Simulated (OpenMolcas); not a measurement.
Levels of V+ by method

* Program: OpenMolcas 26.06
* Basis: ANO-R3 [7s5p5d3f2g1h]
* Scalar Hamiltonian: X2C, finite nucleus
* Active space: 4 electrons in 5 orbitals (3d)
* State averaging: 2S+1 = 5 even, 5 roots; 2S+1 = 3 even, 45 roots; 2S+1 = 1 even, 50 roots (44 in the spin-orbit step)
* Spin-orbit coupling: RASSI with atomic mean-field integrals over the reference wave functions, term energies averaged over their components

Methods on the same reference wave functions:
A. CASSCF
B. SS-CASPT2, IPEA 0.25 Eh, imaginary shift 0.1 Eh (closed shells correlated: 3s 3p)
C. MS-CASPT2, IPEA 0.25 Eh, imaginary shift 0.1 Eh (closed shells correlated: 3s 3p)
D. XMS-CASPT2, IPEA 0.25 Eh, imaginary shift 0.1 Eh (closed shells correlated: 3s 3p)

Energies in cm⁻¹ above 3d⁴ ⁵D₀, the measured ground level; measured values from NIST Handbook of Basic Atomic Spectroscopic Data.

```json
{"Level": "3d⁴ ⁵D₀", "A": "0.0", "B": "0.0", "C": "0.0", "D": "0.0", "Measured": "0.0"}
{"Level": "3d⁴ ⁵D₁", "A": "38.6", "B": "39.7", "C": "39.8", "D": "39.4", "Measured": "36.0"}
{"Level": "3d⁴ ⁵D₂", "A": "115", "B": "118", "C": "118", "D": "117", "Measured": "107"}
{"Level": "3d⁴ ⁵D₃", "A": "228", "B": "231", "C": "231", "D": "230", "Measured": "209"}
{"Level": "3d⁴ ⁵D₄", "A": "374", "B": "376", "C": "377", "D": "376", "Measured": "339"}
{"Level": "3d⁴ ³H₄", "A": "15749", "B": "11800", "C": "11800", "D": "13290", "Measured": ""}
{"Level": "3d⁴ ³H₅", "A": "15827", "B": "11880", "C": "11880", "D": "13370", "Measured": ""}
{"Level": "3d⁴ ³H₆", "A": "15917", "B": "11970", "C": "11970", "D": "13460", "Measured": ""}
{"Level": "3d⁴ ³P₀(1)", "A": "17134", "B": "10410", "C": "10390", "D": "12090", "Measured": ""}
{"Level": "3d⁴ ³P₁(1)", "A": "17360", "B": "10640", "C": "10620", "D": "12320", "Measured": ""}
{"Level": "3d⁴ ³P₂(1)", "A": "17785", "B": "11060", "C": "11050", "D": "12750", "Measured": ""}
{"Level": "3d⁴ ³F₂(1)", "A": "18066", "B": "12510", "C": "12470", "D": "13640", "Measured": ""}
{"Level": "3d⁴ ³F₃(1)", "A": "18102", "B": "12550", "C": "12520", "D": "13690", "Measured": ""}
{"Level": "3d⁴ ³F₄(1)", "A": "18153", "B": "12600", "C": "12580", "D": "13750", "Measured": ""}
{"Level": "3d⁴ ³G₃", "A": "19869", "B": "14700", "C": "14700", "D": "16230", "Measured": ""}
{"Level": "3d⁴ ³G₄", "A": "19964", "B": "14800", "C": "14800", "D": "16320", "Measured": ""}
{"Level": "3d⁴ ³G₅", "A": "20058", "B": "14900", "C": "14900", "D": "16420", "Measured": ""}
{"Level": "3d⁴ ¹I₆", "A": "23575", "B": "17930", "C": "17930", "D": "19050", "Measured": ""}
{"Level": "3d⁴ ¹G₄(1)", "A": "24768", "B": "17550", "C": "17500", "D": "18100", "Measured": ""}
{"Level": "3d⁴ ³D₃", "A": "25698", "B": "18910", "C": "18910", "D": "20350", "Measured": ""}
{"Level": "3d⁴ ³D₂", "A": "25732", "B": "18940", "C": "18940", "D": "20380", "Measured": ""}
{"Level": "3d⁴ ³D₁", "A": "25762", "B": "18980", "C": "18980", "D": "20420", "Measured": ""}
{"Level": "3d⁴ ¹S₀", "A": "28752", "B": "19090", "C": "19090", "D": "20020", "Measured": ""}
{"Level": "3d⁴ ¹D₂", "A": "30864", "B": "22280", "C": "22280", "D": "22690", "Measured": ""}
```

Deviations, from unrounded energies. A percentage is the sum of absolute deviations over the sum of measured energies, with the sign that they share, or ± where signs differ.

```json
{"Against measurement": "mean absolute deviation (cm-1)", "Levels": "4", "A": "16", "B": "18", "C": "19", "D": "18"}
{"Against measurement": "fine structure of the ground term (%)", "Levels": "4", "A": "+9.3", "B": "+10.7", "C": "+10.8", "D": "+10.2"}
```

A, B, C, D lie about equally close to measurement. The largest miss of A in the table is 3d⁴ ⁵D₄, by +35 cm-1. The ranking rests on the paired levels alone, and a cruder setting can come out closer through cancelling errors.

Among B to D the level of the table that moves most is 3d⁴ ³P₂(1), by 1700 cm-1 (lowest in C, highest in D). Moves below CASPT2's spread within the term are not significant.

The two smallest mean deviations differ by little beside CASPT2's spread within terms, so their order carries little weight.

From A to B the spin-free energies of the other terms of 3d⁴ shown, above ⁵D, scale by factors of 0.61 to 0.76.

The lowest spin-free term lies below A's lowest term by 0.447 hartree in B, 0.447 hartree in C, 0.457 hartree in D.

Term energies are means over components that CASPT2 splits; among the terms shown or strongly mixed into the levels shown the widest spread is 2700 cm-1 (3d⁴ ¹I, D). Some high roots are left out of the spin-orbit mixing, which shifts the levels that they would mix with. The CASPT2 spread within a term exceeds the gap to the next term for 3d⁴ ¹G(1) and 3d⁴ ¹I, so the order of their levels is uncertain (figures for B; the like holds for C, D). Without dynamic correlation excited terms often stand tens of per cent too high (terms of higher spin than the ground term too low), and those without a measured partner can miss by more than the paired ones (holds for A). Measured partners are found by configuration, term and J. A level has none where our copy of the source lacks it or the pairing is in doubt (some pairs that miss far off the trend of their configuration count as doubtful), and it then counts in no deviation. Only configurations of the active space appear. The table leaves out levels that lie high or whose names do not pair safely across all columns.

A number in round brackets counts repeated terms of one configuration in the order of the reference energies.
